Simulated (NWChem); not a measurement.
System: CH$_{8}$OSi$_{2}$; SMILES OC([SiH3])[SiH3]

Parts of the log:

```
             Northwest Computational Chemistry Package (NWChem) 7.3.0
             --------------------------------------------------------

                             Geometry "geometry" -> ""
                             -------------------------

 Output coordinates in angstroms (scale by  1.889725989 to convert to a.u.)

  No.       Tag          Charge          X              Y              Z
 ---- ---------------- ---------- -------------- -------------- --------------
    1 O                    8.0000     1.71387100    -0.07213500     0.15116100
    2 C                    6.0000     0.42258900    -0.01114600    -0.44677800
    3 Si                  14.0000    -0.49030700    -1.59251300     0.07499800
    4 Si                  14.0000    -0.47748300     1.58626500     0.05902300
    5 H                    1.0000     2.23056700     0.68282800    -0.15256000
    6 H                    1.0000     0.47474200    -0.04438100    -1.55669500
    7 H                    1.0000    -1.84363500    -1.59872800    -0.56281000
    8 H                    1.0000     0.27326700    -2.79409200    -0.37394300
    9 H                    1.0000    -0.64851000    -1.63258500     1.55863900
   10 H                    1.0000     0.42757000     2.73895000    -0.25491900
   11 H                    1.0000    -0.75307200     1.59413100     1.52631500
   12 H                    1.0000    -1.75926900     1.75570700    -0.69242200

 Effective nuclear repulsion energy (a.u.)     222.6367713844

  xc_inp: hfexch multiplicative factor not found.

                                 NWChem DFT Module
                                 -----------------

 Summary of "ao basis" -> "ao basis" (spherical)
 ------------------------------------------------------------------------------
       Tag                 Description            Shells   Functions and Types
 ---------------- ------------------------------  ------  ---------------------
 O                           6-31g*                  6       14   3s2p1d
 C                           6-31g*                  6       14   3s2p1d
 Si                          6-31g*                  8       18   4s3p1d
 H                           6-31g*                  2        2   2s

            General Information
            -------------------
          SCF calculation type: DFT
          Wavefunction type:  closed shell.
          No. of atoms     :    12
          No. of electrons :    50
           Alpha electrons :    25
            Beta electrons :    25
          Charge           :     0
          Spin multiplicity:     1
          Use of symmetry is: off; symmetry adaption is: off
          Maximum number of iterations: 150
          AO basis - number of functions:    80
                     number of shells:    44
          Convergence on energy requested:  1.00D-06
          Convergence on density requested:  1.00D-05
          Convergence on gradient requested:  5.00D-04

              XC Information
              --------------
                     Hartree-Fock (Exact) Exchange  1.000

      Superposition of Atomic Density Guess
      -------------------------------------

 Sum of atomic energies:        -694.03508174

      Non-variational initial energy
      ------------------------------

 Total energy =    -695.632290
 1-e energy   =   -1401.836189
 2-e energy   =     483.567128
 HOMO         =      -0.300600
 LUMO         =       0.056019

     ---------------------------------------------
      Total Density - Mulliken Population Analysis
     ---------------------------------------------

    Atom       Charge   Shell Charges
 -----------   ------   -------------------------------------------------------
    1 O    8     8.86   2.00  0.93  3.05  0.93  1.94  0.02
    2 C    6     6.29   2.00  0.70  1.81  0.63  1.10  0.05
    3 Si  14    13.63   2.00  2.00  5.97  0.98  1.71  0.31  0.54  0.12
    4 Si  14    13.64   2.00  2.00  5.97  0.99  1.70  0.31  0.54  0.12
    5 H    1     0.47   0.36  0.10
    6 H    1     0.78   0.46  0.31
    7 H    1     1.05   0.47  0.59
    8 H    1     1.06   0.47  0.59
    9 H    1     1.06   0.47  0.59
   10 H    1     1.06   0.47  0.59
   11 H    1     1.06   0.47  0.59
   12 H    1     1.05   0.47  0.58

   convergence    iter        energy       DeltaE   RMS-Dens  Diis-err
 ---------------- ----- ----------------- --------- --------- ---------
 d= 0,ls=0.0,diis     1   -695.1082197582 -9.18D+02  6.84D-03  3.82D-01
 d= 0,ls=0.0,diis     2   -695.1648993622 -5.67D-02  2.37D-03  8.33D-02
 d= 0,ls=0.0,diis     3   -695.1739508117 -9.05D-03  1.13D-03  7.46D-03
 d= 0,ls=0.0,diis     4   -695.1752540462 -1.30D-03  2.44D-04  1.21D-04
 d= 0,ls=0.0,diis     5   -695.1752893317 -3.53D-05  6.65D-05  6.23D-06
  Resetting Diis
 d= 0,ls=0.0,diis     6   -695.1752915470 -2.22D-06  1.31D-05  4.17D-07
 d= 0,ls=0.0,diis     7   -695.1752916727 -1.26D-07  3.56D-06  5.11D-08

         Total DFT energy =     -695.175291672671
      One electron energy =    -1404.988120671116
           Coulomb energy =      544.229233760265
    Exchange-Corr. energy =      -57.053176146180
 Nuclear repulsion energy =      222.636771384360

 Numeric. integr. density =        0.000000000000

                       DFT Final Molecular Orbital Analysis
                       ------------------------------------

 Vector   23  Occ=2.000000D+00  E=-4.744088D-01
              MO Center= -2.9D-01, -9.6D-01, -1.0D-01, r^2= 5.7D+00
   Bfn.  Coefficient  Atom+Function         Bfn.  Coefficient  Atom+Function
  ----- ------------  ---------------      ----- ------------  ---------------
    72      0.281551   8 H  s                35      0.259617   3 Si px
    71      0.221287   8 H  s                53     -0.179636   4 Si px
    76     -0.175125  10 H  s                70     -0.168321   7 H  s
    36     -0.160640   3 Si py               80      0.140454  12 H  s
    37     -0.134979   3 Si pz                4      0.129850   1 O  py

 Vector   24  Occ=2.000000D+00  E=-4.389070D-01
              MO Center=  3.4D-01, -1.3D-02, -6.7D-02, r^2= 3.5D+00
   Bfn.  Coefficient  Atom+Function         Bfn.  Coefficient  Atom+Function
  ----- ------------  ---------------      ----- ------------  ---------------
     5      0.267429   1 O  pz               19     -0.249860   2 C  pz
     9      0.233903   1 O  pz               68      0.189019   6 H  s
    36     -0.184180   3 Si py               67      0.178013   6 H  s
    23     -0.170305   2 C  pz               76     -0.158660  10 H  s
    17      0.155262   2 C  px               18      0.152100   2 C  py

 Vector   25  Occ=2.000000D+00  E=-4.023114D-01
              MO Center=  4.7D-01,  1.2D-01, -2.1D-01, r^2= 3.1D+00
   Bfn.  Coefficient  Atom+Function         Bfn.  Coefficient  Atom+Function
  ----- ------------  ---------------      ----- ------------  ---------------
    18      0.356330   2 C  py                4     -0.274514   1 O  py
    22      0.273665   2 C  py               54     -0.271049   4 Si py
     8     -0.241601   1 O  py               36     -0.184077   3 Si py
     5     -0.146461   1 O  pz               53      0.131502   4 Si px
     9     -0.130566   1 O  pz                3      0.125940   1 O  px

 Vector   26  Occ=0.000000D+00  E= 1.392607D-01
              MO Center= -5.0D-01,  4.6D-01,  1.0D-02, r^2= 8.0D+00
   Bfn.  Coefficient  Atom+Function         Bfn.  Coefficient  Atom+Function
  ----- ------------  ---------------      ----- ------------  ---------------
    20      1.237774   2 C  s                58      0.785155   4 Si py
    57     -0.566167   4 Si px               40     -0.556468   3 Si py
    39     -0.425479   3 Si px               59      0.420912   4 Si pz
    41      0.316077   3 Si pz               78     -0.314974  11 H  s
    21     -0.266056   2 C  px               74     -0.234808   9 H  s

 Vector   27  Occ=0.000000D+00  E= 1.554918D-01
              MO Center= -4.4D-01,  1.8D-01,  2.3D-01, r^2= 5.9D+00
   Bfn.  Coefficient  Atom+Function         Bfn.  Coefficient  Atom+Function
  ----- ------------  ---------------      ----- ------------  ---------------
    57      0.768650   4 Si px               76     -0.754655  10 H  s
    72     -0.654607   8 H  s                40     -0.574254   3 Si py
    39      0.515943   3 Si px               80      0.490081  12 H  s
    58      0.476391   4 Si py               70      0.429021   7 H  s
     6     -0.350647   1 O  s                66      0.288720   5 H  s

 Vector   28  Occ=0.000000D+00  E= 1.768102D-01
              MO Center= -7.3D-01, -5.3D-01,  1.9D-01, r^2= 9.5D+00
   Bfn.  Coefficient  Atom+Function         Bfn.  Coefficient  Atom+Function
  ----- ------------  ---------------      ----- ------------  ---------------
    58      1.045165   4 Si py               40      0.981278   3 Si py
    41     -0.691299   3 Si pz               39      0.678994   3 Si px
    22      0.588762   2 C  py               74      0.519716   9 H  s
    57     -0.396837   4 Si px               76     -0.362880  10 H  s
    56     -0.257717   4 Si s                38      0.256431   3 Si s

     ---------------------------------------------
      Total Density - Mulliken Population Analysis
     ---------------------------------------------

    Atom       Charge   Shell Charges
 -----------   ------   -------------------------------------------------------
    1 O    8     8.77   2.00  0.89  2.88  1.01  1.96  0.03
    2 C    6     6.35   2.00  0.63  1.95  0.65  1.07  0.06
    3 Si  14    13.31   2.00  2.00  5.98  0.92  1.81  0.19  0.22  0.19
    4 Si  14    13.34   2.00  2.00  5.98  0.92  1.82  0.20  0.23  0.19
    5 H    1     0.54   0.46  0.08
    6 H    1     0.83   0.52  0.31
    7 H    1     1.15   0.50  0.65
    8 H    1     1.14   0.50  0.64
    9 H    1     1.14   0.50  0.64
   10 H    1     1.16   0.50  0.66
   11 H    1     1.13   0.50  0.63
   12 H    1     1.14   0.50  0.64

     -------------------------------------------
      Total Density - Lowdin Population Analysis
     -------------------------------------------

    Atom       Charge   Shell Charges
 -----------   ------   -------------------------------------------------------
    1 O    8     8.46   1.99  0.86  2.77  0.70  2.09  0.05
    2 C    6     6.37   1.99  0.54  1.82  0.46  1.45  0.12
    3 Si  14    13.60   2.00  1.98  5.89  0.65  1.65  0.37  0.81  0.24
    4 Si  14    13.62   2.00  1.98  5.89  0.66  1.66  0.37  0.82  0.24
    5 H    1     0.66   0.45  0.22
    6 H    1     0.86   0.50  0.37
    7 H    1     1.08   0.50  0.57
    8 H    1     1.07   0.50  0.57
    9 H    1     1.07   0.50  0.57
   10 H    1     1.08   0.50  0.58
   11 H    1     1.07   0.50  0.57
   12 H    1     1.07   0.50  0.57

     Multipole analysis of the density
     ---------------------------------

     L   x y z        total         alpha         beta         nuclear
     -   - - -        -----         -----         ----         -------
     0   0 0 0     -0.000000    -25.000000    -25.000000     50.000000

     1   1 0 0     -0.023107     -1.050054     -1.050054      2.077002
     1   0 1 0      0.425060      0.240496      0.240496     -0.055932
     1   0 0 1     -0.526784     -0.165617     -0.165617     -0.195551

     2   2 0 0    -32.136242    -94.752582    -94.752582    157.368923
     2   1 1 0      2.335011     -0.505403     -0.505403      3.345816
     2   1 0 1     -1.460711      1.349025      1.349025     -4.158760
     2   0 2 0    -32.619842   -190.215575   -190.215575    347.811308
     2   0 1 1     -0.177993      0.865406      0.865406     -1.908806
     2   0 0 2    -32.083820    -33.387580    -33.387580     34.691339

                     NWChem Electrostatic Potential Fit Module
                     -----------------------------------------

 Atom parameters

 Number of atoms is                                   12
 Number of basis functions is                         80

 Grid parameters

 Maximum number of grid points is                  49573
 Number of grid points is                          49572
 Grid range                                     0.300000 nm
 Grid spacing                                   0.020000 nm
 Probe radius                                   0.070000 nm
 Atom radius factor                             1.000000

 Atomic radii

    1    0.100000
    6    0.147000
    8    0.136000
   14    0.187000
 FASTESP  F
  using M.O. file = ./job.movecs

    Atom              Coordinates                           Charge

                                                  ESP

    1 O     0.171387   -0.007214    0.015116   -0.702380
    2 C     0.042259   -0.001115   -0.044678    0.240874
    3 Si   -0.049031   -0.159251    0.007500    0.520651
    4 Si   -0.047748    0.158627    0.005902    0.416001
    5 H     0.223057    0.068283   -0.015256    0.407068
    6 H     0.047474   -0.004438   -0.155670   -0.040668
    7 H    -0.184364   -0.159873   -0.056281   -0.172423
    8 H     0.027327   -0.279409   -0.037394   -0.133932
    9 H    -0.064851   -0.163259    0.155864   -0.137264
   10 H     0.042757    0.273895   -0.025492   -0.136658
   11 H    -0.075307    0.159413    0.152632   -0.124040
   12 H    -0.175927    0.175571   -0.069242   -0.137229
                                            ------------
                                               -0.000000

 Dipole moment                                  0.666435

 Quadrupole moment Qxx                         -0.045795
                   Qyy                         -1.311420
                   Qzz                          1.357215

 RMS deviation kJ/mol                           0.053972

 RRMS %                                        31.343630
```

Level: Hartree-Fock/6-31G* (spherical d). Geometry: optimised at PBE0/def2-SVP.

Write an input that gives this output.

Several could match; the one computed here: the input that was run:
```
start job
memory heap 200 mb stack 900 mb global 1100 mb
geometry units angstroms noautosym nocenter noautoz
  O      1.713871    -0.072135     0.151161
  C      0.422589    -0.011146    -0.446778
  Si    -0.490307    -1.592513     0.074998
  Si    -0.477483     1.586265     0.059023
  H      2.230567     0.682828    -0.152560
  H      0.474742    -0.044381    -1.556695
  H     -1.843635    -1.598728    -0.562810
  H      0.273267    -2.794092    -0.373943
  H     -0.648510    -1.632585     1.558639
  H      0.427570     2.738950    -0.254919
  H     -0.753072     1.594131     1.526315
  H     -1.759269     1.755707    -0.692422
end
basis spherical
  O library 6-31g*
  C library 6-31g*
  Si library 6-31g*
  H library 6-31g*
end
dft
  xc hfexch
  iterations 150
  mulliken
end
task dft energy
esp
  recalculate
  probe 0.07
  range 0.3
  factor 1.0
  spacing 0.02
end
task esp
```
